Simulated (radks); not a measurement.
Q: These are the eigenvalues of the occupied orbitals of an atom or ion with whole-number occupations (hartree). Method: non-relativistic Kohn-Sham, PBE, spin-polarised, spherical densities, point nucleus; computed with a radial shooting solver on a logarithmic mesh with Libxc functionals.

| orbital | eigenvalue |
|---|---|
| 1s up | -1505.104 |
| 1s down | -1505.103 |
| 2s up | -272.7715 |
| 2s down | -272.6491 |
| 2p up | -260.9334 |
| 2p down | -260.8448 |
| 3s up | -90.62468 |
| 3s down | -90.50861 |
| 3p up | -85.57692 |
| 3p down | -85.45305 |
| 3d up | -76.42579 |
| 3d down | -76.27049 |

Which element is it, and in what charge state? The configuration may be excited. Open shells, if any, are filled with parallel spins first.

A: Z = 59, praseodymium, charge +32: Pr32+ in [Ar] 3d9. The list shows which subshells hold electrons but not how many an open one holds; the 1s level, -1505.1 hartree, gives Z - s = 54.9 by -(Z - s)^2/2, which with screening narrows Z to a few neighbours, and the depths of the outer levels then fix element, charge and occupations together.
